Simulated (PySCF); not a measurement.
Problem. Write Cartesian coordinates for methyl 3-methylvalerate (`CC[C@H](C)CC(=O)OC`) as optimised with PBE0-D3(BJ)/def2-SVP.

Solution. 
```xyz
23
C7H14O2 angstrom
C     -2.8527    0.7964    0.6051
C     -2.2364   -0.4857    0.0670
C     -0.8334   -0.3402   -0.5278
C     -0.3938   -1.6349   -1.2022
C      0.1805    0.1028    0.5217
C      1.5193    0.4866   -0.0493
O      1.7290    0.8204   -1.1869
O      2.4763    0.4490    0.8871
C      3.7687    0.8500    0.4697
H     -2.8994    1.5733   -0.1750
H     -2.2851    1.2125    1.4521
H     -3.8791    0.6229    0.9623
H     -2.2106   -1.2527    0.8628
H     -2.8943   -0.8960   -0.7178
H     -0.8640    0.4506   -1.2984
H      0.5918   -1.5240   -1.6766
H     -1.1085   -1.9329   -1.9847
H     -0.3371   -2.4598   -0.4720
H      0.3312   -0.6688    1.2943
H     -0.1783    0.9970    1.0601
H      4.4190    0.7635    1.3481
H      4.1362    0.2039   -0.3412
H      3.7600    1.8880    0.1046
```

Orientation and origin are arbitrary. Atoms count from 1 in this order. Of the pairs four or more bonds apart, H11···H20 is among the closest relative to their van der Waals radii: 2.15 Å, 90 % of the sum of Bondi's values. The C–O distances run from 1.204 Å (C6=O7, drawn double) to 1.416 Å (O8–C9, drawn single), a spread of 0.212 Å. The C–C distances run from 1.505 Å (C5–C6, drawn single) to 1.531 Å (C2–C3, drawn single), a spread of 0.026 Å.

Bonds between heavy atoms (Å): C1–C2 1.521, C2–C3 1.531, C3–C4 1.525, C3–C5 1.525, C5–C6 1.505, C6=O7 1.204, C6–O8 1.339, O8–C9 1.416.

Level of theory: PBE0-D3(BJ)/def2-SVP geometry optimisation, gas phase in PySCF.

Point group: C1 (no symmetry element, even within 0.4 Å). No PBE0-D3(BJ)/def2-SVP frequencies stand behind this structure, so it isn't proved a minimum. One conformer, not necessarily the lowest (C1–C2–C3–C4 -172°, C2–C3–C5–C6 -170°, C3–C5–C6–O7 22°, C5–C6–O8–C9 -177°).
